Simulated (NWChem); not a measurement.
Species: CHF₂, doublet; SMILES F[CH]F

Results from NWChem. Pople sets run with spherical d functions. Spin-unrestricted. Medium grid unless said otherwise, to which SCAN and Minnesota functionals are sensitive. In the optimisation the excess spin sits in a' (Cs, its own frame). All runs use the structure optimised with PBE-D3(BJ)/def2-SVP, spin-unrestricted. No stability test was run on the SCF state.

Q: Order these by “dipole (D)”, lowest first: M06-L/6-31G*; B3PW91/6-31G*; LDA (Slater exchange, PW92)/6-31G*.

A: LDA (Slater exchange, PW92)/6-31G* (1.11), M06-L/6-31G* (1.19), B3PW91/6-31G* (1.24)
